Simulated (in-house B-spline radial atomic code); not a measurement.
Ir8+: [Xe] 4f14 9d1 (an excited or competing configuration)

All numbers are computed (Dirac-Hartree-Fock, average of configuration; Fermi nucleus of rms radius 5.4032 fm) with a B-spline radial code for spherical atoms, not measured.

Z_r = [3n² - l(l+1)]/(2<r>); Z_e = n√(-2ε); the last column is Slater's effective charge. Values are occupation-weighted means over j. An effective charge above Z reflects the relativistic contraction of the inner shells.

```tsv
shell	electrons	ε (eV)	<r> (bohr)	Z_r	Z_e	Slater
1s	2	-76750	0.01744	86.01	75.11	76.70
2s	2	-13684	0.07292	82.28	63.43	72.85
2p	6	-11999	0.06576	76.04	59.39	72.85
3s	2	-3372	0.1895	71.24	47.23	65.75
3p	6	-2864.3	0.19	65.78	43.53	65.75
3d	10	-2258.5	0.1733	60.57	38.65	55.85
4s	2	-862.59	0.4231	56.72	31.85	49.25
4p	6	-691.39	0.4483	51.31	28.51	49.25
4d	10	-466.36	0.4778	43.95	23.42	37.85
5s	2	-246.32	0.9542	39.30	21.27	19.35
4f	14	-219.58	0.5228	34.43	16.07	26.45
5p	6	-193.97	1.06	34.43	18.88	19.35
9d	1	-21.139	8.407	14.09	11.22	9.00
```

The least bound orbital is 9d5/2 at -21.09 eV, and it is also the most diffuse (<r> = 8.429 bohr).

Spin-orbit splittings of the orbital energies (j = l + 1/2 above j = l - 1/2 when positive): 2p 1631 eV, 3p 362.3 eV, 3d 77.53 eV, 4p 86.67 eV, 4d 16.33 eV, 4f 3.304 eV, 5p 16.27 eV, 9d 0.1284 eV.

For the 1s electron the small component carries 8.5 % of the norm, the zero-frequency Breit interaction raises the level by 277.9 eV, self-energy by 176 eV, and vacuum polarisation lowers it by 34.82 eV.
